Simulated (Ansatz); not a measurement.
The same ligand exchange along the group F, Cl, Br, I.

Calculated with Ansatz (gas phase, PBE0-D4/def2-TZVP geometries, no zero-point term in ΔE). CBS: MP2 limit from def2 TZ/QZ plus the TZ coupled-cluster correction, frozen cores. This one scheme is used for every species. DFT in def2-TZVPP. Elements past krypton have def2 core potentials. For Br, Ge, I outer-core shells are correlated without core-valence functions, which leaves a few kJ/mol of doubt a bond. Scalar relativity is left out up to krypton.

```csv
reaction,r2SCAN-D4 (kJ/mol)
`[F][GeH3]` + CH₃SH → `C[S][GeH3]` + H–F,12
`[Cl][GeH3]` + CH₃SH → `C[S][GeH3]` + HCl,27
`[GeH3][Br]` + CH₃SH → `C[S][GeH3]` + HBr,35
`[GeH3][I]` + CH₃SH → `C[S][GeH3]` + HI,38
```

**Question.** Give the CCSD(T)/CBS values in the same order. (Best estimate.)

**Answer.** The calculation gave: 4, 24, 34, 39 kJ/mol.

Largest T1 diagnostic: 0.012, for `[F][GeH3]`.
